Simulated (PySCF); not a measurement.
AuH₄⁻ (singlet). All numbers come from PBE0/[Au def2-TZVPD with ECP60, H def2-TZVPD], scalar-relativistic core potentials, density fitting, no spin–orbit coupling, PySCF.

Harmonic bands of its minimum:

| ω (cm⁻¹) | IR (km/mol, summed over degenerate members) | degeneracy |
| --- | --- | --- |
| 769 | 0.0 | 1 |
| 782 | 67.9 | 2 |
| 812 | 37.8 | 1 |
| 830 | 0.0 | 1 |
| 1759 | 2300 | 2 |
| 2094 | 0.0 | 1 |
| 2097 | 0.0 | 1 |

The central atom is Au. Infer the point group and assign the bands.

D4h. The modes span b2g + 2eu + a2u + b2u + b1g + a1g: 769 b2g, 782 eu, 812 a2u, 830 b2u, 1759 eu, 2094 b1g, 2097 a1g. The computed geometry has Au–H 1.641 Å (×4); H–Au–H 90.0° (×4), H–Au–H 180.0° (×2).

Other isomers or separated fragments may lie lower. The lowest empty level of this anion is unbound, so it and the gap depend on the basis. Spin–orbit coupling, left out here, can matter for elements this heavy.
